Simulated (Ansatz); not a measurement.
`[SiH3][NH][AlH][BH]Cl` + `O[SiH3]` → `[SiH3]OBCl` + `[AlH2][NH][SiH3]` at 600 K and 1 bar (cleavage of the B–Al bond).

Program: Ansatz. Geometries: PBE0-D4/def2-TZVP. ΔE: electronic, gas phase. CCSD(T)/CBS adds triple-zeta CCSD(T) − MP2 to the extrapolated MP2 energy (def2 sets, frozen cores). This one scheme is used for every species. Each species was taken in one conformer, which may not be the lowest.

```tsv
species	CCSD(T)/CBS energy (Eh)	H − E (kJ/mol)	S (J/(mol·K))
`[SiH3][NH][AlH][BH]Cl`	-1074.04221	235.3	502.2
`O[SiH3]`	-366.69042	135.7	307.9
`[SiH3]OBCl`	-851.35221	166.6	398.1
`[AlH2][NH][SiH3]`	-589.44550	197.8	395.5
```

H − E and S are ideal-gas, rigid-rotor, harmonic terms from PBE0-D4/def2-TZVP, for one conformer and one mirror image of each species. 1 Eh = 2625.50 kJ/mol, R = 8.31446 J/(mol·K).

Question: By hand: ΔE, ΔH, ΔS and ΔG.

Answer: ΔE = (-851.35221) + (-589.44550) − (-1074.04221) − (-366.69042) = -0.06508 Eh = -170.9 kJ/mol. Δ(H − E) = 166.6 + 197.8 − 235.3 − 135.7 = -6.6, so ΔH = -177.5 kJ/mol. ΔS = 398.1 + 395.5 − 502.2 − 307.9 = -16.5 J/(mol·K). ΔG = -177.5 − 600 × (-16.5)/1000 = -167.6 kJ/mol.

Question: By hand: the equilibrium constant, and the temperature at which ΔG would vanish if ΔH and ΔS stayed fixed.

Answer: log₁₀ K = −ΔG/(RT ln 10) = 14.6. ΔG = 0 at ΔH/ΔS = 10758 K, far beyond where these terms or the molecules hold.

ΔH outweighs TΔS. A doubt of 5 kJ/mol in ΔE shifts log₁₀ K by 0.4 here. Other conformers and mirror images would add mixing entropy, several J/(mol·K) or more a flexible species. Modes under 60 cm⁻¹, often nearly free rotors, make the harmonic entropy too high. These are equilibria of isolated gas molecules and say nothing of rates. Largest T1 diagnostic: 0.013 (customary marks: 0.02 for closed shells, 0.045 for open ones).
